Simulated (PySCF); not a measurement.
C₂H₂Cl₂, SMILES Cl/C=C\Cl.

Geometry optimised at ωB97X-D3(BJ)/def2-SVP.

All values below come from TDA-PBE/def2-SVPD in PySCF.

Vertical excitations. Isolated molecule, no solvent. State labels are in the subgroup C2v.

```csv
state,symmetry,energy (eV),λ (nm),f,main pairs
S1,B1,5.64,220,0.001,HOMO→LUMO+1 99 %
S2,B1,6.13,202,0.000,HOMO−1→LUMO 99 %
S3,B2,6.35,195,0.296,HOMO→LUMO 79 %
S4,A2,6.43,193,0.000,HOMO−2→LUMO 100 %
S5,B1,6.51,190,0.000,HOMO→LUMO+2 100 %
S6,A2,6.74,184,0.000,HOMO→LUMO+3 99 %
S7,B2,7.00,177,0.022,HOMO−1→LUMO+1 93 %
S8,A2,7.25,171,0.000,HOMO→LUMO+4 100 %
S9,A1,7.26,171,0.002,HOMO−2→LUMO+1 94 %
S10,B1,7.51,165,0.026,HOMO→LUMO+5 100 %
T1,B2,3.97,312,0,HOMO→LUMO 98 %
T2,B1,5.16,240,0,HOMO→LUMO+1 100 %
T3,B1,5.98,207,0,HOMO−1→LUMO 100 %
T4,A2,6.26,198,0,HOMO−2→LUMO 89 %
```
Triplets are in the Tamm–Dancoff approximation.
